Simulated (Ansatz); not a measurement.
The first iterations of a band of C2H7BO (11 atoms, charge 0, multiplicity 1).

Computed with Ansatz 0.2.0, RKS PBE0-D4/def2-SVP.

```
movable images  : 5
climbing image  : yes
spring          : 5.0 eV/Å²
optimiser       : quadratic models (default)
start path      : through a guess of the saddle point
force threshold : 0.05 eV/Å
iteration limit : 60
end points      : relaxed
```

Initial state:

```xyz
11
Properties=species:S:1:pos:R:3
B -0.353 -0.338 0.999
C 1.208 -0.259 0.793
O -1.256 -0.027 0.045
C -0.944 0.408 -1.251
H 0.140 0.469 -1.434
H -0.853 -0.682 2.050
H 1.528 0.779 0.593
H 1.542 -0.857 -0.072
H 1.758 -0.610 1.677
H -1.386 -0.286 -1.984
H -1.386 1.403 -1.417
```

Final state:

```xyz
11
Properties=species:S:1:pos:R:3
B -1.506 -0.027 0.551
C 1.872 -0.069 0.379
O -1.447 -1.050 -0.290
C -1.612 0.286 -0.929
H 1.408 0.912 0.204
H -1.475 0.147 1.734
H 2.952 0.007 0.198
H 1.432 -0.814 -0.297
H 1.696 -0.376 1.419
H -0.743 0.583 -1.528
H -2.576 0.399 -1.440
```

| iteration | highest image above the first end (eV) | largest band force component (eV/Å) |
| --- | --- | --- |
| 1 | 4.788 | 5.667 |
| 2 | 2.802 | 2.550 |
| 3 | 2.757 | 2.068 |
| 4 | 2.484 | 0.681 |
| 5 | 2.217 | 0.577 |

Q: Does the band converge within its limit, and where does its top end?

A: The run converged. It ended after 15 iterations with the highest image 2.808 eV above the first end. Neighbouring images differ by up to 1.8 eV, so the band resolves the path poorly. A vibrational analysis at the climbing image gives one clearly imaginary mode, 1058i cm⁻¹: a first-order saddle point. The orbitals stay closed-shell, which can raise the energy where a bond breaks towards radicals; this wasn't checked here.

Run time: 2 min on 2 threads of Arm Neoverse V2, on a shared host, peak memory 0.18 GiB.
